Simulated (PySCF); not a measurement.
```xyz
10

C     -0.9799     0.5460    -0.1880
C      0.1313     1.2921    -0.0643
Si     1.1585    -0.2347     0.1947
C     -0.6039    -0.9226    -0.0329
H     -1.9934     0.9022    -0.3682
H      0.1965     2.3693    -0.1245
H      1.7957    -0.4283     1.5219
H      2.1621    -0.5834    -0.8428
H     -1.0687    -1.4129     0.8246
H     -0.7983    -1.5277    -0.9205
```

Charge 0, multiplicity 1.

Question: Give the Mulliken and meta-Löwdin atomic charges from PBE-D3(BJ)/def2-TZVP // B3LYP-D3(BJ)/def2-TZVP run with PySCF.

Answer: 
```csv
atom,Mulliken (e),meta-Löwdin (e)
C1,-0.06,-0.08
C2,-0.23,-0.37
Si3,0.21,0.59
C4,-0.29,-0.45
H5,0.10,0.11
H6,0.11,0.13
H7,-0.03,-0.09
H8,-0.03,-0.09
H9,0.11,0.13
H10,0.11,0.13
```
